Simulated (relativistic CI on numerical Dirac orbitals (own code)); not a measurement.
## Nd¹⁷⁺: sensitivity of the levels to the model

Base calculation: Dirac-Coulomb-Breit CI, separate exchange-only KLI orbitals for each configuration, a model potential for QED, unscaled Slater integrals.

Configuration list (outside the closed core [Ar] 3d10): 4s²4p⁶4d⁷, 4s²4p⁵4d⁸, 4s²4p⁶4d⁶4f, 4s4p⁶4d⁸, 4s²4p⁵4d⁷4f, 4s²4p⁶4d⁶5s, 4s²4p⁶4d⁶5p, 4s4p⁶4d⁷4f, 4s²4p⁶4d⁵4f5s, 4s²4p⁶4d⁶5d, 4s²4p⁶4d⁵5s5p, 4s²4p⁵4d⁷5s, 4s²4p⁶4d⁶5f, 4s²4p⁶4d⁶6s, 4s²4p⁶4d⁶6p, 4s4p⁶4d⁷5s, 4s²4p⁶4d⁶7s, 4p⁶4d⁸4f, 4p⁶4d⁹, 4p⁵4d¹⁰, 4p⁵4d⁹4f, 4s²4p⁶4d⁵5s², 4s²4p⁶4d⁴4f5s², 4s²4p⁵4d⁵4f5s², 4s²4p⁶4d⁴5s²5p, 4p⁶4d⁸5s, 4p⁵4d⁹5s, 4p⁵4d⁸4f5s, 4p⁶4d⁷5s², 4p⁵4d⁸5s², 4p⁶4d⁶4f5s², 4p⁵4d⁷4f5s², 4p⁶4d⁶5s²5p. Double excitations out of closed p, d and f shells are left out; levels of such configurations are missing from the list, as are those of other unlisted configurations, and high levels can miss mixing partners.

Variants: (1) one mean potential for all configurations; (2) only the first 3 configurations. Shifts of the energy above 4s²4p⁶4d⁷ ⁴F9/2, in cm⁻¹, for the lowest level and the first level of each name with at least 55 % of one term (blank where a level changes its place among those of its configuration and J or its character, or is not in the variant):

```
            Level    Base  Δ(1)    Δ(2)
  4s²4p⁶4d⁷ ⁴F9/2       0     0       0
  4s²4p⁶4d⁷ ⁴F7/2   31013    -7    -371
  4s²4p⁶4d⁷ ⁴P5/2   54480    -7   -1171
  4s²4p⁶4d⁷ ⁴P1/2   63308    -6    -596
 4s²4p⁶4d⁷ ²H11/2   68228   -10   +1617
  4s²4p⁶4d⁷ ²G7/2   74565   -10    +103
  4s²4p⁶4d⁷ ²D5/2   90818   -12   -2243
  4s²4p⁶4d⁷ ²F5/2   98054    -7      +6
  4s²4p⁶4d⁷ ²H9/2  101747   -17    +825
  4s²4p⁶4d⁷ ²P1/2  102413   -14    -251
  4s²4p⁶4d⁷ ²F7/2  119108   -14    +160
  4s²4p⁶4d⁷ ²D3/2  122803   -14   -1227
4s²4p⁵4d⁸ ⁴G°11/2  893625  -315  -18945
 4s²4p⁵4d⁸ ⁴F°9/2  905238  -413  -20194
```

At this charge energies of transitions that change n are usually good to better than 1 %, and those within a shell (Δn = 0) to a few per cent. Terms inside the open d or f shell come out 10 to 20 % too wide with unscaled integrals.

Ionisation energy from the two ground configurations alone: base 488.608 eV. The NIST ASD value (theoretical) is 489 eV.

LS names give the leading component of a level, which can be under half, so a name can repeat, a term be missing and a line seem to break the LS rules.
